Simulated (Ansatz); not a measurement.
`[CH3][In]([OH])[Br]` + `N[SiH](Cl)Br` → `[CH3][In]([Br])[Br]` + `N[SiH](O)Cl`  (redistribution)

Gas-phase electronic energies from Ansatz, PBE0-D4/def2-TZVP geometries. CBS: MP2 limit from def2 TZ/QZ plus the TZ coupled-cluster correction, frozen cores. DFT in def2-TZVPP. B3LYP here is the variant with VWN-RPA as its local correlation; programs differ in this. def2 core potentials past Kr. For Br, In outer-core shells are correlated without core-valence functions, which leaves a few kJ/mol of doubt a bond. Scalar relativity is left out up to krypton. One conformer a species, not always the lowest.

| level | ΔE (kJ/mol) | difference from CCSD(T)/CBS |
| --- | --- | --- |
| LDA (SPW92) | -112.3 | 4.2 |
| PBE-D4 | -105.6 | 10.9 |
| BLYP-D4 | -109.8 | 6.7 |
| B3LYP-D4 | -119.9 | -3.4 |
| r2SCAN0-D4 | -126.0 | -9.5 |
| BHLYP-D4 | -132.9 | -16.4 |
| CAM-B3LYP-D4 | -123.2 | -6.7 |
| revPBE | -104.6 | 11.9 |
| BLYP | -111.9 | 4.6 |
| PBE0 | -118.3 | -1.8 |
| r2SCANh | -121.2 | -4.7 |
| LC-ωPBE | -115.6 | 0.9 |
| MP2/def2-SVP | -117.6 | -1.1 |
| SCS-MP2/def2-TZVPP | -119.7 | -3.2 |
| CCSD(T)/def2-TZVPP | -120.4 | -3.9 |
| CCSD/CBS(def2) | -121.0 | -4.5 |
| CCSD(T)/CBS | -116.5 | 0 |

Largest T1 diagnostic among the species: 0.013.

From BLYP to BHLYP (50 % exact exchange), in def2-TZVPP and without D4, ΔE moves by −22.1 kJ/mol. Leaving LDA and LC-ωPBE aside and taking each functional with its dispersion term where it has one, the values, not all of them listed here, spread over 29.6 kJ/mol, from BHLYP-D4 to revPBE-D4. LDA lies −5.8 kJ/mol from PBE without D4. In def2-TZVPP, CCSD(T) changes the Hartree–Fock value by +27.5 kJ/mol (the triples alone add +4.5 kJ/mol) and MP2 by +29.7 kJ/mol.
